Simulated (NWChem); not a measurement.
System: CH5FOSi; SMILES C[SiH](O)F

NWChem printed, in part:

```
             Northwest Computational Chemistry Package (NWChem) 7.3.0
             --------------------------------------------------------

                             Geometry "geometry" -> ""
                             -------------------------

 Output coordinates in angstroms (scale by  1.889725989 to convert to a.u.)

  No.       Tag          Charge          X              Y              Z
 ---- ---------------- ---------- -------------- -------------- --------------
    1 Si                  14.0000     0.01480700     0.08587800     0.35974500
    2 C                    6.0000    -0.26958200    -1.65830400    -0.21466900
    3 O                    8.0000    -1.10275800     1.15231300    -0.22717400
    4 F                    9.0000     1.49604000     0.51765300    -0.16016700
    5 H                    1.0000    -0.01472500     0.24357000     1.83233200
    6 H                    1.0000    -1.26602800    -2.01545600     0.08798700
    7 H                    1.0000     0.48350400    -2.33561900     0.21750700
    8 H                    1.0000    -0.19493600    -1.73454400    -1.31119600
    9 H                    1.0000    -1.25629400     1.16542400    -1.17613000

 Effective nuclear repulsion energy (a.u.)     181.5733663021

                              NWChem Property Module
                              ----------------------

  itol2e modified to match energy
  convergence criterion.

                                 NWChem DFT Module
                                 -----------------

 Summary of "ao basis" -> "ao basis" (spherical)
 ------------------------------------------------------------------------------
       Tag                 Description            Shells   Functions and Types
 ---------------- ------------------------------  ------  ---------------------
 Si                          6-31g*                  8       18   4s3p1d
 C                           6-31g*                  6       14   3s2p1d
 O                           6-31g*                  6       14   3s2p1d
 F                           6-31g*                  6       14   3s2p1d
 H                           6-31g*                  2        2   2s

  itol2e modified to match energy
  convergence criterion.

            General Information
            -------------------
          SCF calculation type: DFT
          Wavefunction type:  closed shell.
          No. of atoms     :     9
          No. of electrons :    42
           Alpha electrons :    21
            Beta electrons :    21
          Charge           :     0
          Spin multiplicity:     1
          Use of symmetry is: off; symmetry adaption is: off
          Maximum number of iterations: 150
          AO basis - number of functions:    70
                     number of shells:    36
          Convergence on energy requested:  1.00D-07
          Convergence on density requested:  1.00D-05
          Convergence on gradient requested:  5.00D-04

              XC Information
              --------------
                         B3LYP Method XC Potential
                     Hartree-Fock (Exact) Exchange  0.200
                        Slater Exchange Functional  0.800 local
                    Becke 1988 Exchange Functional  0.720 non-local
              Lee-Yang-Parr Correlation Functional  0.810
                  VWN I RPA Correlation Functional  0.190 local

             Grid Information
             ----------------
          Grid used for XC integration:  fine
          Radial quadrature: Mura-Knowles
          Angular quadrature: Lebedev.
          Tag              B.-S. Rad. Rad. Pts. Rad. Cut. Ang. Pts.
          ---              ---------- --------- --------- ---------
          Si                  1.10      123           8.0       770
          C                   0.70       70           9.0       590
          O                   0.60       70          10.0       590
          F                   0.50       70          10.0       590
          H                   0.35       60          11.0       590
          Grid pruning is: on
          Number of quadrature shells:   633
          Spatial weights used:  Erf1

      Superposition of Atomic Density Guess
      -------------------------------------

 Sum of atomic energies:        -503.09540862

      Non-variational initial energy
      ------------------------------

 Total energy =    -504.474120
 1-e energy   =   -1056.579878
 2-e energy   =     370.532392
 HOMO         =      -0.375633
 LUMO         =       0.075583

   convergence    iter        energy       DeltaE   RMS-Dens  Diis-err
 ---------------- ----- ----------------- --------- --------- ---------
 d= 0,ls=0.0,diis     1   -505.7003527728 -6.87D+02  1.72D-02  7.58D-01
 d= 0,ls=0.0,diis     2   -505.6645176549  3.58D-02  8.97D-03  1.34D+00
 d= 0,ls=0.0,diis     3   -505.7801948156 -1.16D-01  1.15D-03  2.15D-02
 d= 0,ls=0.0,diis     4   -505.7819037263 -1.71D-03  4.19D-04  1.50D-03
 d= 0,ls=0.0,diis     5   -505.7820636723 -1.60D-04  1.21D-04  2.11D-04
  Resetting Diis
 d= 0,ls=0.0,diis     6   -505.7820877048 -2.40D-05  2.68D-05  7.60D-06
 d= 0,ls=0.0,diis     7   -505.7820883067 -6.02D-07  1.85D-05  1.16D-06
 d= 0,ls=0.0,diis     8   -505.7820881651  1.42D-07  1.13D-05  2.74D-06
 d= 0,ls=0.0,diis     9   -505.7820884169 -2.52D-07  1.04D-06  1.24D-08
 d= 0,ls=0.0,diis    10   -505.7820884182 -1.30D-09  2.40D-07  6.93D-10

         Total DFT energy =     -505.782088418159
      One electron energy =    -1060.269406438352
           Coulomb energy =      420.346243538691
    Exchange-Corr. energy =      -47.432291820595
 Nuclear repulsion energy =      181.573366302097

 Numeric. integr. density =       41.999998521140

                       DFT Final Molecular Orbital Analysis
                       ------------------------------------

 Vector   19  Occ=2.000000D+00  E=-3.604634D-01
              MO Center= -2.4D-01,  6.2D-01,  2.3D-01, r^2= 2.9D+00
   Bfn.  Coefficient  Atom+Function         Bfn.  Coefficient  Atom+Function
  ----- ------------  ---------------      ----- ------------  ---------------
    36      0.323827  3 O  py                51     -0.292566  4 F  pz
    35     -0.268482  3 O  px                40      0.227604  3 O  py
    55     -0.218235  4 F  pz                 9      0.213412  1 Si pz
    62      0.196883  5 H  s                 39     -0.178928  3 O  px
    61      0.170156  5 H  s                 37      0.107613  3 O  pz

 Vector   20  Occ=2.000000D+00  E=-3.354848D-01
              MO Center= -6.5D-01,  7.8D-01, -5.3D-02, r^2= 2.2D+00
   Bfn.  Coefficient  Atom+Function         Bfn.  Coefficient  Atom+Function
  ----- ------------  ---------------      ----- ------------  ---------------
    35      0.449838  3 O  px                39      0.334652  3 O  px
    36      0.259883  3 O  py                40      0.199967  3 O  py
    50     -0.183972  4 F  py                62      0.155475  5 H  s
    49      0.144521  4 F  px                54     -0.136936  4 F  py
    37     -0.133153  3 O  pz                 8      0.114501  1 Si py

 Vector   21  Occ=2.000000D+00  E=-3.102406D-01
              MO Center= -3.3D-01, -2.2D-01,  1.4D-01, r^2= 3.1D+00
   Bfn.  Coefficient  Atom+Function         Bfn.  Coefficient  Atom+Function
  ----- ------------  ---------------      ----- ------------  ---------------
    36      0.335183  3 O  py                22      0.331611  2 C  py
    40      0.248852  3 O  py                62     -0.229454  5 H  s
    26      0.216328  2 C  py                 8     -0.211285  1 Si py
    24      0.169202  2 C  s                  9     -0.165033  1 Si pz
    61     -0.155465  5 H  s                 50      0.114729  4 F  py

[...]

          -----------------------------------------
          Chemical Shielding Tensors (GIAO, in ppm)
          -----------------------------------------

                                NWChem CPHF Module
                                ------------------

  scftype          =     RHF
  nclosed          =       21
  nopen            =        0
  variables        =     1029
  # of vectors     =        3
  tolerance        = 0.10D-03
  level shift      = 0.00D+00
  max iterations   =       50
  max subspace     =       30

 SCF residual:    6.7381786728300167E-006

Iterative solution of linear equations
  No. of variables     1029
  No. of equations        3
  Maximum subspace       30
        Iterations       50
       Convergence  1.0D-04

   iter   nsub   residual    time
   ----  ------  --------  ---------
     1      3    2.01D-01      20.5
     2      6    9.68D-03      23.7
     3      9    5.62D-04      26.5
     4     12    2.27D-05      29.3

      Atom:    1  Si
        Diamagnetic
    883.9844     -0.2527     -0.5390
     -0.2527    881.5094     -0.9340
     -0.5390     -0.9340    877.2733

        Paramagnetic
   -474.9258      0.9694      0.7822
      0.9694   -452.7773     17.2486
      0.7822     17.2486   -475.4998

        Total Shielding Tensor
    409.0586      0.7167      0.2432
      0.7167    428.7320     16.3147
      0.2432     16.3147    401.7735

           isotropic =     413.1880
          anisotropy =      34.8721

          Principal Components and Axis System
                 1           2           3
              436.4361    409.0384    394.0896

      1         0.0275      0.9996      0.0057
      2         0.9044     -0.0224     -0.4262
      3         0.4259     -0.0169      0.9046

      Atom:    2  C
        Diamagnetic
    249.7197      1.5822      0.4368
      1.5822    259.1954      3.0854
      0.4368      3.0854    249.8947

        Paramagnetic
    -62.2387     -0.1393     -0.4217
     -0.1393    -63.8832      2.3841
     -0.4217      2.3841    -66.0247

        Total Shielding Tensor
    187.4810      1.4429      0.0150
      1.4429    195.3122      5.4695
      0.0150      5.4695    183.8700

           isotropic =     188.8877
          anisotropy =      13.1938

          Principal Components and Axis System
                 1           2           3
              197.6836    187.3511    181.6285

      1         0.1309      0.9872      0.0908
      2         0.9217     -0.0875     -0.3779
      3         0.3651     -0.1331      0.9214

      Atom:    3  O
        Diamagnetic
    389.5246    -12.5592      9.4431
    -12.5592    389.0786     -7.3194
      9.4431     -7.3194    395.9654

        Paramagnetic
   -105.4877      9.0765    -13.6123
      9.0765   -111.5711    -24.1543
    -13.6123    -24.1543   -145.6221

        Total Shielding Tensor
    284.0369     -3.4827     -4.1692
     -3.4827    277.5074    -31.4737
     -4.1692    -31.4737    250.3433

           isotropic =     270.6292
          anisotropy =      41.4049

          Principal Components and Axis System
                 1           2           3
              298.2325    284.5395    229.1157

      1        -0.0449      0.9942      0.0978
      2         0.8366     -0.0161      0.5475
      3        -0.5459     -0.1064      0.8310

      Atom:    4  F
        Diamagnetic
    486.6790      7.0784     -7.7140
      7.0784    465.5039     -2.6211
     -7.7140     -2.6211    464.3389

        Paramagnetic
   -112.0861     -7.6156      1.2458
     -7.6156   -155.1803    -41.1906
      1.2458    -41.1906   -176.9377

        Total Shielding Tensor
    374.5929     -0.5373     -6.4682
     -0.5373    310.3236    -43.8117
     -6.4682    -43.8117    287.4012

           isotropic =     324.1059
          anisotropy =      76.6969

          Principal Components and Axis System
                 1           2           3
              375.2371    343.7493    253.3313

      1         0.9926     -0.1124      0.0449
      2         0.0620      0.7907      0.6091
      3        -0.1040     -0.6018      0.7918

      Atom:    5  H
        Diamagnetic
     24.5879     -0.0570     -0.4032
     -0.0570     25.0700      1.8339
     -0.4032      1.8339     39.7828

        Paramagnetic
     -0.7552      0.0319      0.3826
      0.0319     -0.7936     -0.5181
      0.3826     -0.5181     -6.9977

        Total Shielding Tensor
     23.8327     -0.0251     -0.0206
     -0.0251     24.2764      1.3158
     -0.0206      1.3158     32.7851

           isotropic =      26.9647
          anisotropy =       9.0289

          Principal Components and Axis System
                 1           2           3
               32.9840     24.0795     23.8307

      1        -0.0026     -0.0877      0.9961
      2         0.1494      0.9849      0.0871
      3         0.9888     -0.1491     -0.0105

      Atom:    6  H
        Diamagnetic
     35.8101      6.4758     -3.0634
      6.4758     29.8728     -0.7704
     -3.0634     -0.7704     24.2710

        Paramagnetic
      0.1298     -3.0231      0.9887
     -3.0231      1.7200     -0.1632
      0.9887     -0.1632      4.4982

        Total Shielding Tensor
     35.9399      3.4527     -2.0747
      3.4527     31.5928     -0.9336
     -2.0747     -0.9336     28.7693

           isotropic =      32.1007
          anisotropy =       9.4210

          Principal Components and Axis System
                 1           2           3
               38.3813     29.7084     28.2123

      1         0.8544     -0.4512      0.2578
      2         0.4661      0.8847      0.0035
      3        -0.2297      0.1172      0.9662

      Atom:    7  H
        Diamagnetic
     29.8870     -6.4828      3.6215
     -6.4828     34.7429     -3.0820
      3.6215     -3.0820     25.2437

        Paramagnetic
      2.5788      2.6711     -1.3578
      2.6711     -0.6163      0.8458
     -1.3578      0.8458      3.9839

        Total Shielding Tensor
     32.4658     -3.8117      2.2638
     -3.8117     34.1266     -2.2362
      2.2638     -2.2362     29.2276

           isotropic =      31.9400
          anisotropy =       9.5412

          Principal Components and Axis System
                 1           2           3
               38.3008     29.4789     28.0403

      1        -0.6026      0.6972     -0.3883
      2         0.7268      0.6804      0.0937
      3        -0.3295      0.2258      0.9168

      Atom:    8  H
        Diamagnetic
     23.4192      0.3863     -0.4430
      0.3863     27.5870      4.1821
     -0.4430      4.1821     38.9797

        Paramagnetic
      5.1507     -0.1953      0.0805
     -0.1953      2.8942     -2.0392
      0.0805     -2.0392     -1.8135

        Total Shielding Tensor
     28.5698      0.1910     -0.3625
      0.1910     30.4811      2.1428
     -0.3625      2.1428     37.1662

           isotropic =      32.0724
          anisotropy =       8.5966

          Principal Components and Axis System
                 1           2           3
               37.8035     29.9133     28.5004

      1        -0.0319      0.2061      0.9780
      2         0.2800      0.9412     -0.1892
      3         0.9595     -0.2678      0.0877

      Atom:    9  H
        Diamagnetic
     21.2845     -3.0765      7.2534
     -3.0765     20.5399     -3.6106
      7.2534     -3.6106     43.2492

        Paramagnetic
      5.5255      0.9106     -2.6123
      0.9106      5.2725      0.4424
     -2.6123      0.4424     -4.6809

        Total Shielding Tensor
     26.8100     -2.1658      4.6411
     -2.1658     25.8123     -3.1682
      4.6411     -3.1682     38.5682

           isotropic =      30.3969
          anisotropy =      16.0266

          Principal Components and Axis System
                 1           2           3
               41.0813     26.0433     24.0660

      1         0.3328      0.6594      0.6741
      2        -0.2366     -0.6336      0.7366
      3         0.9128     -0.4046     -0.0548
```

Level: B3LYP/6-31G* (spherical d), GIAO. The geometry was optimised at PBE0/def2-SVP. The printed shielding anisotropy is the first printed principal value minus the mean of the other two.

Q: Which NWChem input produces such a log?

A: This is not unique; one that fits is the input that was run:
```
start job
memory heap 200 mb stack 900 mb global 1100 mb
geometry units angstroms noautosym nocenter noautoz
  Si     0.014807     0.085878     0.359745
  C     -0.269582    -1.658304    -0.214669
  O     -1.102758     1.152313    -0.227174
  F      1.496040     0.517653    -0.160167
  H     -0.014725     0.243570     1.832332
  H     -1.266028    -2.015456     0.087987
  H      0.483504    -2.335619     0.217507
  H     -0.194936    -1.734544    -1.311196
  H     -1.256294     1.165424    -1.176130
end
basis spherical
  * library 6-31g*
end
dft
  xc b3lyp
  iterations 150
end
property
  shielding
end
task dft property
```
